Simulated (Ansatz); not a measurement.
Geometry optimisation, Ansatz, RKS PBE/def2-SVP.

Input:

```yaml
crystal:
  periodic: [false, false, false]
  atoms:
    - { symbol: Ta, position_ang: [0.0, 0.0, 0.0] }
    - { symbol: Cl, position_ang: [2.82, 0.0, 0.0] }
    - { symbol: O, position_ang: [0.0, 0.0, 2.02] }
    - { symbol: H, position_ang: [-0.2547, -0.9174, 2.3571] }
    - { symbol: "N", position_ang: [0.0, 0.0, -2.16] }
    - { symbol: H, position_ang: [-0.6116, -0.6845, -2.69] }
    - { symbol: H, position_ang: [0.6116, 0.6845, -2.69] }
    - { symbol: "N", position_ang: [-1.08, 1.8706, 0.0] }
    - { symbol: H, position_ang: [-1.6414, 2.1584, 0.8518] }
    - { symbol: H, position_ang: [-1.0486, 2.5007, -0.8518] }
    - { symbol: "N", position_ang: [-1.08, -1.8706, 0.0] }
    - { symbol: H, position_ang: [-1.8056, -2.0636, 0.7482] }
    - { symbol: H, position_ang: [-0.8844, -2.5955, -0.7482] }
    - { symbol: S, position_ang: [0.8829, 2.1884, 1.5071] }
    - { symbol: H, position_ang: [1.2839, 1.7513, 2.7752] }
    - { symbol: H, position_ang: [2.2296, 1.2961, 0.8925] }
basis:
  gaussian: { orbitals: def2-SVP }
hamiltonian:
  xc: pbe
relax:
  f_tol: 0.15
  max_steps: 25
  restrain:
    - { distance: [0, 13], at: 3.7, k: 30.0 }
    - { distance: [15, 1], at: 2.57, k: 30.0 }
    - { distance: [0, 1], at: 2.47, k: 30.0 }
    - { distance: [15, 13], at: 1.4, k: 30.0 }
```

Launched with:

```bash
$ ansatz run input.yaml --threads 4 --pin off --max-ram 5120MiB --backend cpu --events-out ev --progress --plain --runs-dir out
```

Problem. Where does it end, and by what steps?

Solution. The run converged. The restraints hold the end off the free minimum; the threshold counts their pulls, which the force column leaves out. Restrained pairs: Ta1–S14 (2.80 → 3.70 Å), Cl2–H16 (1.68 → 2.57 Å), Ta1–Cl2 (2.82 → 2.47 Å), S14–H16 (1.73 → 1.39 Å). After 21 steps the energy has fallen by 4.384 eV (the restraints' own energy left out); H9 moved furthest, 1.43 Å.

| step | energy less start (eV) | largest force component (eV/Å) | accepted |
| --- | --- | --- | --- |
| 0 | 0.0000 | 3.736 | yes |
| 1 | -0.8176 | 3.106 | yes |
| 2 | -1.5249 | 3.775 | yes |
| 3 | -2.4352 | 3.590 | yes |
| 4 | -3.4385 | 0.846 | yes |
| 5 | -3.7577 | 1.027 | yes |
| 6 | -3.8879 | 0.700 | yes |
| 7 | -4.0043 | 0.474 | yes |
| 8 | -4.0610 | 0.384 | yes |
| 9 | -4.0760 | 0.969 | yes |
| 10 | -4.1030 | 0.493 | yes |
| 11 | -4.1267 | 0.404 | yes |
| 12 | -4.1427 | 0.600 | yes |
| 13 | -4.1671 | 0.593 | yes |
| 14 | -4.2012 | 0.491 | yes |
| 15 | -4.2231 | 0.609 | yes |
| 16 | -4.2691 | 0.831 | yes |
| 17 | -4.3305 | 0.456 | yes |
| 18 | -4.3500 | 0.732 | yes |
| 19 | -4.3706 | 0.574 | yes |
| 20 | -4.3792 | 0.434 | yes |
| 21 | -4.3837 | 0.381 | yes |

```xyz
16
Properties=species:S:1:pos:R:3
Ta -0.199 -0.157 0.064
Cl 2.216 -0.681 0.197
O -0.012 -0.342 2.015
H 0.777 -0.718 2.450
N 0.337 0.063 -1.869
H -0.184 0.658 -2.526
H 1.220 -0.233 -2.296
N -1.450 1.381 0.026
H -2.476 1.330 0.036
H -1.122 2.347 0.157
N -1.379 -1.711 -0.159
H -1.714 -2.260 0.641
H -1.592 -2.175 -1.047
S 1.555 2.876 1.244
H 1.121 2.123 2.297
H 2.322 1.817 0.783
```

Run time: 58 s on 4 threads of Intel(R) Xeon(R) CPU @ 2.60GHz (Ice Lake), with other jobs on the host, peak memory 0.28 GiB.
